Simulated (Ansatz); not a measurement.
BiF3 (SMILES [F][Bi]([F])[F]) moved off its minimum; all values from Ansatz (an electronic-structure program), cores frozen in correlated methods. Elements past Kr take the def2 small-core potentials, without spin–orbit coupling.
(charge 0, multiplicity 1)
```xyz
4

Bi    -0.0860    -0.0334     0.2055
F     -1.3185    -0.9275    -0.6129
F     -0.1632     1.8865    -0.8860
F      1.4566    -0.4873    -0.5918
```

Q: Give the forces (eV/Å), the total energy and the dipole at CCSD(T)/def2-TZVPPD.

A: 
| atom | Fx | Fy | Fz |
|---|---|---|---|
| Bi1 | 2.159 | 11.124 | 9.409 |
| F2 | -8.329 | -6.450 | -6.544 |
| F3 | -0.103 | -2.261 | 1.061 |
| F4 | 6.274 | -2.413 | -3.926 |
Energy -512.9062 hartree, dipole 4.74 D.
